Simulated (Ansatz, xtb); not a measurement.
**Two isomers of C3H8BF**

We compare X, `B[C@@H](F)CC`, a singlet, with Y, `BC[C@@H](C)F`, a singlet. Both are isolated molecules in the gas phase, relaxed with r2SCAN-D4/def2-SVP; each stands in its lowest conformer found.

Energies in hartree; the thermal terms are from r2SCAN-D4/def2-SVP harmonic frequencies (ideal gas, rigid rotor, one conformer each, 298.15 K, 1 atm) and include the zero-point energy:

```
                              X           Y
E, CCSD(T)/def2-SVP  −242.945849  −242.954941
    E, MP2/def2-SVP  −242.867047  −242.876769
  E, MP2/def2-TZVPP  −243.325264  −243.335888
  zero-point energy     0.105620     0.105190
       H(298 K) − E     0.113234     0.112743
       G(298 K) − E     0.075777     0.075674
```

Problem. Correct the CCSD(T) difference for the basis set by the MP2 change, then work out ΔE, ΔE₀, ΔH and ΔG for X → Y in kJ/mol (1 Eh = 2625.50 kJ/mol) and the equilibrium ratio [Y]/[X].

Solution. 1. Differences Y − X: CCSD(T) −0.009092, MP2 in the small set −0.009722, MP2 in the large set −0.010624 Eh.
2. ΔE = −0.009092 + (−0.010624 − (−0.009722)) = −0.009994 Eh = −26.24 kJ/mol.
3. ΔE₀ = ΔE + ΔZPE = −0.009994 + (−0.000430) Eh = −27.37 kJ/mol.
4. ΔH = ΔE + (−0.000491) Eh = −27.53 kJ/mol.
5. ΔG = ΔE + (−0.000103) Eh = −26.51 kJ/mol, so ΔS = (ΔH − ΔG)/T = −3.4 J/(mol K).
6. kT = 0.9442 mEh, so K = [Y]/[X] = exp(−ΔG/kT) = exp(+10.69) ≈ 4.4 × 10^4.

Structure Y is favoured at this temperature. An error of 4 kJ/mol in ΔG would change K by a factor of 5. Mirror images and further conformers aren't counted.

As drawn, both hold the same kinds of bond in the same numbers.

Other levels gave ΔE = −17.7 (GFN2-xTB); −16.0 (HF/STO-3G, GFN2-xTB geometries); −26.5 (r2SCAN-D4/def2-SVP//GFN2-xTB); −25.8 (r2SCAN-D4/def2-SVP); −23.7 (HF/def2-SVP); −25.5 (MP2/def2-SVP); −23.9 (CCSD(T)/def2-SVP) kJ/mol. The correlated steps freeze 5 core orbitals. Programs: Ansatz 0.2.0, xtb 6.7.1.
